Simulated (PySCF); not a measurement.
C$_{4}$H$_{8}$, triplet, geometry from GFN2-xTB (a higher spin typed on purpose: for a closed-shell molecule this is an excited state); CCSD(T)/STO-3G in PySCF.

Here is a job for PySCF.
```python
from pyscf import gto, scf, cc

mol = gto.Mole()
mol.atom = '''
    C    -1.156245   -0.879169   -0.040514
    C    -0.012561    0.083504    0.011898
    C     1.365211   -0.489117   -0.093919
    C    -0.227889    1.492213    0.145246
    H    -1.016543   -1.685945    0.683956
    H    -1.229382   -1.347502   -1.028107
    H    -2.097157   -0.377036    0.169496
    H     1.595823   -1.116694    0.773537
    H     2.110676    0.299664   -0.153587
    H     1.453549   -1.125791   -0.978650
    H    -0.351230    2.135280   -0.714399
    H    -0.276830    1.973437    1.111495
'''
mol.basis = 'sto-3g'
mol.charge = 0
mol.spin = 2
mol.verbose = 4
mol.build()

mf = scf.UHF(mol)
mf.kernel()

mycc = cc.CCSD(mf)
mycc.kernel()
et = mycc.ccsd_t()
print('E(CCSD(T)) = %.10f' % (mycc.e_tot + et))
```

Q: Write the output that PySCF gives for this input, abridged.

A: 
```
PySCF version 2.14.0

[INPUT] verbose = 4
[INPUT] num. atoms = 12
[INPUT] num. electrons = 32
[INPUT] charge = 0
[INPUT] spin (= nelec alpha-beta = 2S) = 2
[INPUT] symmetry False subgroup None
[INPUT] Mole.unit = angstrom
[INPUT] Symbol           X                Y                Z      unit          X                Y                Z       unit  Magmom
[...]
nuclear repulsion = 118.084476975839
number of shells = 20
number of NR pGTOs = 84
number of NR cGTOs = 28
basis = sto-3g
ecp = {}

******** <class 'pyscf.scf.uhf.UHF'> ********
method = UHF
initial guess = minao
damping factor = 0
level_shift factor = 0
DIIS = <class 'pyscf.scf.diis.CDIIS'>
diis_start_cycle = 1
diis_space = 8
diis_damp = 0
SCF conv_tol = 1e-09
SCF conv_tol_grad = None
SCF max_cycles = 50
direct_scf = True
direct_scf_tol = 1e-13
number electrons alpha = 17  beta = 15
Set gradient conv threshold to 3.16228e-05
init E= -154.662765100544

cycle= 1 E= -154.133257883855  delta_E= 0.53  |g|=  0.2  |ddm|= 2.91
cycle= 2 E= -154.176714260942  delta_E= -0.0435  |g|= 0.0652  |ddm|= 0.358
cycle= 3 E= -154.182376173577  delta_E= -0.00566  |g|= 0.0181  |ddm|= 0.154
cycle= 4 E= -154.182833962952  delta_E= -0.000458  |g|= 0.00969  |ddm|= 0.0349
cycle= 5 E= -154.183015190852  delta_E= -0.000181  |g|= 0.00251  |ddm|= 0.0334
cycle= 6 E= -154.183026904825  delta_E= -1.17e-05  |g|= 0.000765  |ddm|= 0.0089
cycle= 7 E= -154.183027948946  delta_E= -1.04e-06  |g|= 0.000347  |ddm|= 0.00209
cycle= 8 E= -154.183028214884  delta_E= -2.66e-07  |g|= 9.13e-05  |ddm|= 0.00133
cycle= 9 E= -154.183028231283  delta_E= -1.64e-08  |g|= 2.2e-05  |ddm|= 0.000344
cycle= 10 E= -154.183028232006  delta_E= -7.23e-10  |g|= 1.07e-05  |ddm|= 5.21e-05
Extra cycle  E= -154.183028232143  delta_E= -1.37e-10  |g|= 6.61e-06  |ddm|= 1.71e-05
converged SCF energy = -154.183028232143  <S^2> = 2.0137303  2S+1 = 3.0091396

******** <class 'pyscf.cc.uccsd.UCCSD'> ********
CC2 = 0
CCSD nocc = (np.int64(17), np.int64(15)), nmo = (28, 28)
max_cycle = 50
direct = 0
conv_tol = 1e-07
conv_tol_normt = 1e-06
diis_space = 6
diis_start_cycle = 0
diis_start_energy_diff = 1e+09
Init t2, MP2 energy = -0.173580280556172
Init E_corr(UCCSD) = -0.173580280590977
cycle = 1  E_corr(UCCSD) = -0.215254729901121  dE = -0.0416744493  norm(t1,t2) = 0.0762842
cycle = 2  E_corr(UCCSD) = -0.228801958325322  dE = -0.0135472284  norm(t1,t2) = 0.0312933
cycle = 3  E_corr(UCCSD) = -0.238023230215142  dE = -0.00922127189  norm(t1,t2) = 0.0154391
cycle = 4  E_corr(UCCSD) = -0.238163357401379  dE = -0.000140127186  norm(t1,t2) = 0.0040999
cycle = 5  E_corr(UCCSD) = -0.238227226879617  dE = -6.38694782e-05  norm(t1,t2) = 0.000913721
cycle = 6  E_corr(UCCSD) = -0.238225613492568  dE = 1.61338705e-06  norm(t1,t2) = 0.000280573
cycle = 7  E_corr(UCCSD) = -0.23822234969314  dE = 3.26379943e-06  norm(t1,t2) = 0.000114735
cycle = 8  E_corr(UCCSD) = -0.238223558319898  dE = -1.20862676e-06  norm(t1,t2) = 3.94331e-05
cycle = 9  E_corr(UCCSD) = -0.238224324416113  dE = -7.66096216e-07  norm(t1,t2) = 1.77493e-05
cycle = 10  E_corr(UCCSD) = -0.238224110423416  dE = 2.13992697e-07  norm(t1,t2) = 4.59639e-06
cycle = 11  E_corr(UCCSD) = -0.238223861308464  dE = 2.49114952e-07  norm(t1,t2) = 1.72668e-06
cycle = 12  E_corr(UCCSD) = -0.238223767014617  dE = 9.42938464e-08  norm(t1,t2) = 7.82186e-07
UCCSD converged
E(UCCSD) = -154.4212519991576  E_corr = -0.2382237670146175
UCCSD(T) correction = -0.00160169168067839
E(CCSD(T)) = -154.4228536908
```
